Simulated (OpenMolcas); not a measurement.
## OpenMolcas run: Pd5+

Pd5+ among 6 point charges of -1 e arranged as an octahedron (Oh), 1.63 Å from the ion. With inversion symmetry the input lists one of each pair of outer charges.

Input:

```
&GATEWAY
Coord
1

Pd 0.0 0.0 0.0
Basis=ANO-RCC-VDZP
Group=XYZ
NoMove
AngMom=0.0 0.0 0.0
AMFI
XField
3 Angstrom 0
1.630000 0.000000 0.000000 -1.000000
0.000000 1.630000 0.000000 -1.000000
0.000000 0.000000 1.630000 -1.000000
&SEWARD
&RASSCF
FileOrb=start.orb
Symmetry=1
Spin=6
nActEl=5 0 0
Inactive=9 9
Ras2=5 0
CIRoot=1 1 1
SDav=1
CIMx=300
Iter=120 100
PrWF=0.3
OrbListing=Nothing
MaxOrb=0
>>> COPY $Project.JobIph JOB001
&RASSCF
FileOrb=start.orb
Symmetry=1
Spin=4
nActEl=5 0 0
Inactive=9 9
Ras2=5 0
CIRoot=24 24 1
SDav=24
CIMx=300
Iter=120 100
PrWF=0.3
OrbListing=Nothing
MaxOrb=0
>>> COPY $Project.JobIph JOB002
&RASSCF
FileOrb=start.orb
Symmetry=1
Spin=2
nActEl=5 0 0
Inactive=9 9
Ras2=5 0
CIRoot=75 75 1
SDav=75
CIMx=300
Iter=120 100
PrWF=0.3
OrbListing=Nothing
MaxOrb=0
>>> COPY $Project.JobIph JOB003
&RASSI
NrOfJobIphs=3 1 24 75
1
1 2 3 4 5 6 7 8 9 10 11 12 13 14 15 16 17 18 19 20 21 22 23 24
1 2 3 4 5 6 7 8 9 10 11 12 13 14 15 16 17 18 19 20 21 22 23 24 25 26 27
28 29 30 31 32 33 34 35 36 37 38 39 40 41 42 43 44 45 46 47 48 49 50 51
52 53 54 55 56 57 58 59 60 61 62 63 64 65 66 67 68 69 70 71 72 73 74 75
IphNames
JOB001
JOB002
JOB003
EJob
SpinOrbit
DIPRint=1.0
SOCoupling=1000.0
Subsets=2
Property=9
'ANGMOM' 1 'ANGMOM' 2 'ANGMOM' 3 'MLTPL  1' 1 'MLTPL  1' 2 'MLTPL  1' 3
'AMFI' 1 'AMFI' 2 'AMFI' 3
SOProperty=3
'ANGMOM' 1 'ANGMOM' 2 'ANGMOM' 3
```

Launched by
```bash
OMP_NUM_THREADS=1 MOLCAS_MEM=1689 MOLCAS_PROJECT=a pymolcas a.inp > a.log  # once for each step of the input, in one work folder
```

A driver script runs the steps one by one and writes start.orb anew before each from the orbitals found so far.

Output, cut to the results:

```
--- SEWARD ---
Basis set label: PD.ANO-RCC...6S5P3D1F.

      Electronic valence basis set:
      ------------------
      Associated Effective Charge  46.000000 au
      Associated Actual Charge     46.000000 au
      Nuclear Model: Point charge

      Shell  nPrim  nBasis  Cartesian Spherical Contaminant
         s      21       6        X
         p      18       5        X
         d      13       3                 X
         f       6       1                 X
                  Relativistic Douglas-Kroll-Hess integrals:
                    - DKH order of Hamiltonian: 2
                    - DKH order of Properties : 0
                  Atomic mean-field integrals
--- RASSCF ---
Wave function specifications:
      -----------------------------

      Number of closed shell electrons          36
      Number of electrons in active shells       5
      Max number of holes in RAS1 space          0
      Max nr of electrons in RAS3 space          0
      Number of inactive orbitals               18
      Number of active orbitals                  5
      Number of secondary orbitals              20
      Spin quantum number                      2.5
      State symmetry                             1
Orbital specifications:
      -----------------------

      Symmetry species                           1   2
                                                ag  au
      Frozen orbitals                            0   0
      Inactive orbitals                          9   9
      Active orbitals                            5   0
      RAS1 orbitals                              0   0
      RAS2 orbitals                              5   0
      RAS3 orbitals                              0   0
      Secondary orbitals                         7  13
      Deleted orbitals                           0   0
      Number of basis functions                 21  22
      Number of CSFs                             1
      Number of root(s) required                 1
      Iter CI   SX   CI       RASSCF       Energy    max ROT     max BLB   max BLB  Level Ln srch  Step   QN
          iter iter root      energy       change     param      element    value   shift minimum  type update
 Nr of preliminary CI iterations:   1
      Total energies have been shifted. Add                -5000.00 au
        1   1    7    1   -44.61125998    0.00E+00   2.54E-01*   9  12 2  7.43E-01*  0.00   0.00    SX    NO
        2   1    6    1   -45.63754409   -1.03E+00*  4.42E-02    9  15 2  1.83E-01*  0.00   0.00    SX    NO
        3   1    5    1   -45.66604172   -2.85E-02* -2.00E-03    9  15 2  2.37E-02*  0.00   0.00    SX    NO
        4   1    5    1   -45.66626550   -2.24E-04*  1.06E-03   11  18 1  1.64E-03*  0.00   0.00    SX    NO
        5   1    4    1   -45.66627255   -7.05E-06*  1.87E-04    7  13 2  8.26E-04*  0.00   0.79    QN   YES
        6   1    4    1   -45.66627320   -6.53E-07*  2.94E-06    9  12 2 -2.43E-05   0.00   1.01    QN   YES
        7   1    3    1   -45.66627320   -4.16E-10   2.06E-07    9  12 2 -1.17E-06   0.00   1.05    QN   YES
      Convergence after  7 iterations
        8   1    3    1   -45.66627320    3.64E-12   2.06E-07    9  19 2  9.38E-08   0.00   1.05    QN   YES
      Natural orbitals and occupation numbers for root  1
      sym 1:   1.000000   1.000000   1.000000   1.000000   1.000000
::    RASSCF root number  1 Total energy:  -5045.66627320
--- RASSCF ---
Wave function specifications:
      -----------------------------

      Number of closed shell electrons          36
      Number of electrons in active shells       5
      Max number of holes in RAS1 space          0
      Max nr of electrons in RAS3 space          0
      Number of inactive orbitals               18
      Number of active orbitals                  5
      Number of secondary orbitals              20
      Spin quantum number                      1.5
      State symmetry                             1
Orbital specifications:
      -----------------------

      Symmetry species                           1   2
                                                ag  au
      Frozen orbitals                            0   0
      Inactive orbitals                          9   9
      Active orbitals                            5   0
      RAS1 orbitals                              0   0
      RAS2 orbitals                              5   0
      RAS3 orbitals                              0   0
      Secondary orbitals                         7  13
...
--- RASSI ---
SPIN-FREE ENERGIES:
  (Shifted by EMIN (a.u.) =      -5045.6662731991)

 SF State       Relative EMIN(au)   Rel lowest level(eV)    D:o, cm**(-1)      L_eff

     1             0.0000000000        0.0000000000              0.0000         0.0
     2             0.1327822490        3.6131890629          29142.3351         3.4
     3             0.1327822490        3.6131890629          29142.3351         3.4
     4             0.1327822490        3.6131890629          29142.3351         3.4
     5             0.1460907416        3.9753315956          32063.2116         3.9
     6             0.1460907416        3.9753315956          32063.2116         3.9
     7             0.1460907416        3.9753315956          32063.2116         3.9
     8             0.1504295502        4.0933965932          33015.4701         4.0
     9             0.1504295502        4.0933965932          33015.4701         4.0
    10             0.1507094056        4.1010118460          33076.8912         4.0
    11             0.1785596213        4.8588548226          39189.3071         2.1
    12             0.1785596213        4.8588548226          39189.3071         2.1
    13             0.1785596213        4.8588548226          39189.3071         2.1
    14             0.1853417584        5.0434061749          40677.8141         2.0
    15             0.1853417584        5.0434061749          40677.8141         2.0
    26             0.1869930184        5.0883392499          41040.2238         5.1
    27             0.1869930184        5.0883392499          41040.2238         5.1
    28             0.1869930184        5.0883392499          41040.2238         5.1
    16             0.1917101474        5.2166988695          42075.5139         2.2
    17             0.1917101474        5.2166988695          42075.5139         2.2
    18             0.1917101474        5.2166988695          42075.5139         2.2
...
```

Spin-orbit levels above the lowest (labels of O, the rotations of Oh):

```json
{"E (cm-1)": "0.0", "Degeneracy": "2", "Label": "Γ7", "2S+1": "6", "g": "3.33 3.33 3.33"}
{"E (cm-1)": "0.7", "Degeneracy": "4", "Label": "Γ8", "2S+1": "6", "g": ""}
{"E (cm-1)": "28060", "Degeneracy": "2", "Label": "Γ7", "2S+1": "4 (89 %)", "g": "2.35 2.35 2.35"}
{"E (cm-1)": "28813", "Degeneracy": "4", "Label": "Γ8", "2S+1": "4", "g": ""}
{"E (cm-1)": "29018", "Degeneracy": "4", "Label": "Γ8", "2S+1": "4", "g": ""}
{"E (cm-1)": "29555", "Degeneracy": "2", "Label": "Γ6", "2S+1": "4", "g": "2.68 2.68 2.68"}
{"E (cm-1)": "31123", "Degeneracy": "2", "Label": "Γ7", "2S+1": "4", "g": "1.89 1.89 1.89"}
{"E (cm-1)": "31707", "Degeneracy": "4", "Label": "Γ8", "2S+1": "4", "g": ""}
{"E (cm-1)": "32328", "Degeneracy": "2", "Label": "Γ6", "2S+1": "4", "g": "4.50 4.50 4.50"}
{"E (cm-1)": "32473", "Degeneracy": "4", "Label": "Γ8", "2S+1": "4", "g": ""}
{"E (cm-1)": "32776", "Degeneracy": "4", "Label": "Γ8", "2S+1": "4", "g": ""}
{"E (cm-1)": "32891", "Degeneracy": "2", "Label": "Γ7", "2S+1": "4", "g": "2.25 2.25 2.25"}
{"E (cm-1)": "33195", "Degeneracy": "2", "Label": "Γ6", "2S+1": "4", "g": "0.83 0.83 0.83"}
{"E (cm-1)": "33213", "Degeneracy": "4", "Label": "Γ8", "2S+1": "4", "g": ""}
{"E (cm-1)": "37342", "Degeneracy": "4", "Label": "Γ8", "2S+1": "4", "g": ""}
{"E (cm-1)": "38394", "Degeneracy": "2", "Label": "Γ6", "2S+1": "4", "g": "2.34 2.34 2.34"}
{"E (cm-1)": "38762", "Degeneracy": "4", "Label": "Γ8", "2S+1": "4", "g": ""}
{"E (cm-1)": "38882", "Degeneracy": "2", "Label": "Γ7", "2S+1": "4", "g": "2.19 2.19 2.19"}
{"E (cm-1)": "39694", "Degeneracy": "2", "Label": "Γ7", "2S+1": "2 (67 %)", "g": "0.80 0.80 0.80"}
{"E (cm-1)": "39698", "Degeneracy": "4", "Label": "Γ8", "2S+1": "4", "g": ""}
```

Without dynamic correlation the repulsion within the d shell is too large (B by tens of per cent), so at a given field states of lower spin stand too high. Point charges give a weaker field than real ligands, and real ions of this kind are as a rule low spin; the high spin found here belongs to the model. This field is weak: 10Dq is about 6499 cm-1, while octahedral complexes of 4d ions of charge 3 and more, computed by the same method with explicit ligands, had a median near 25000 cm-1. Ground spin and moment need not be those of a real site. This is an electrostatic model: the charges have no orbitals. No measured value stands beside these numbers.
